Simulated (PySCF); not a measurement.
# Single point on NaI⁺

State: ²Π (doublet), unpaired electrons π ↑.

An equivalent input (the run itself took its basis sets from the Basis Set Exchange, started from a PBE0 density and held the occupation σ 8α 8β, πx 4α 4β, πy 4α 3β, δx 1α 1β, δy 1α 1β):

```python
from pyscf import gto, scf
mol = gto.M(atom='Na 0 0 0; I 0 0 3.172', basis={'Na': 'def2-SVP', 'I': 'def2-SVP'}, ecp={'I': 'def2-SVP'},
            charge=1, spin=1, verbose=4, symmetry='C2v')
mf = scf.UHF(mol)
mf.irrep_nelec = {'A1': (9, 9), 'A2': (1, 1), 'B1': (4, 4), 'B2': (4, 3)}
mf.conv_tol = 1e-9
mf.max_cycle = 60
mf.diis_space = 10
mf.kernel()
```

The log (some set-up lines and the per-cycle HOMO/LUMO lines removed):

```
******** <class 'pyscf.scf.uhf_symm.SymAdaptedUHF'> ********
method = SymAdaptedUHF
damping factor = 0
level_shift factor = 0
DIIS = <class 'pyscf.scf.diis.CDIIS'>
diis_start_cycle = 1
diis_space = 10
diis_damp = 0
SCF conv_tol = 1e-09
SCF conv_tol_grad = None
SCF max_cycles = 60
number electrons alpha = 18  beta = 17
Set gradient conv threshold to 3.16228e-05
init E= -458.271241235983
cycle= 1 E= -458.275884712788  delta_E= -0.00464  |g|= 0.0161  |ddm|= 0.212
cycle= 2 E= -458.276097479983  delta_E= -0.000213  |g|= 0.004  |ddm|= 0.0439
cycle= 3 E= -458.276116757604  delta_E= -1.93e-05  |g|= 0.000478  |ddm|= 0.0153
cycle= 4 E= -458.276117186587  delta_E= -4.29e-07  |g|= 0.000104  |ddm|= 0.00153
cycle= 5 E= -458.276117207086  delta_E= -2.05e-08  |g|= 3.02e-05  |ddm|= 0.000327
cycle= 6 E= -458.276117209099  delta_E= -2.01e-09  |g|= 7.77e-06  |ddm|= 0.000106
cycle= 7 E= -458.276117209243  delta_E= -1.44e-10  |g|= 2.73e-06  |ddm|= 2.85e-05
Extra cycle  E= -458.276117209258  delta_E= -1.51e-11  |g|= 1.5e-06  |ddm|= 7.27e-06
converged SCF energy = -458.276117209258  <S^2> = 0.75620864  2S+1 = 2.006199
```

Repeating this along the bond gives Re = 3.248 Å and ωe = 115 cm⁻¹.

A point of this curve took 0.057 CPU seconds beside 0.11 for the integrals, on Arm Neoverse V1 (shared host).

Spin–orbit coupling is left out. The state is the lowest determinant that a PBE0 search found; another state may lie lower at other levels.
